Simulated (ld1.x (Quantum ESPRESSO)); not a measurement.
Ga (Z = 31): ultrasoft pseudisation with LDA (PZ), scalar-relativistic reference atom.

Ga, ultrasoft, made with ld1.x (Quantum ESPRESSO) 7.5 (LDA (PZ), scalar-relativistic). Core [Ar], reference 3d10 4s1 4p0 (charge +2). Waves: 4s (bound): rcut 1.40, rcutus 1.85 bohr; 4s channel at 1.1 Ry: rcut 1.40, rcutus 1.85 bohr; 4p (bound, empty): rcut 1.25, rcutus 1.70 bohr; 4p channel at -0.65 Ry: rcut 1.25, rcutus 1.70 bohr; 3d (bound): rcut 0.75, rcutus 0.80 bohr; 3d channel at -0.9 Ry: rcut 0.75, rcutus 0.80 bohr. Local part: all-electron potential smoothed inside 0.90 bohr (lloc = -2). Core correction: none. Augmentation charge: built from norm-conserving waves at rcut, not smoothed further.

All-electron outer shells of the reference configuration (LDA (PZ), scalar-relativistic, ld1.x):

```
shell  level (eV)  outermost node (bohr)  outermost maximum (bohr)
   3p     -119.13                   0.24                      0.56
   3d      -39.74                      –                      0.53
   4s      -26.48                   0.80                      1.78
   4p      -18.04                   0.86                      2.10
```

(1) Estimate the cutoffs (Ry, on a coarse ladder) from which the occupation-weighted sum of valence levels, in a spherical-Bessel basis at the reference potential, stays within 10 and 1 mRy of its value at 400 Ry.

(2) Does the potential have ghost states?

(3) Is the overlap operator S = 1 + Σ q|β⟩⟨β| positive definite (Bessel basis up to 400 Ry)?

(4) Which valence shell sets the plane-wave cutoff?

Answers

(1) 260 Ry and 300 Ry.

(2) Ghost states, extra bound levels that the all-electron valence spectrum of the same l lacks: s at -20.3 eV, p at -18.8 eV. A true bound ghost makes a file unfit for plane-wave use. The logarithmic derivative shows an extra or strongly shifted pseudo pole above the reference energy (s near -1.37 Ry).

(3) Yes: its lowest eigenvalue is 0.32 (s channel).

(4) 3d: its level needs 260 Ry to come within 1 mRy, against 12 Ry for 4s.

Its largest configuration-test error is -53 meV (3d9 4s0 4p0). Test run stopped at test 6 of 9 (negative rho).
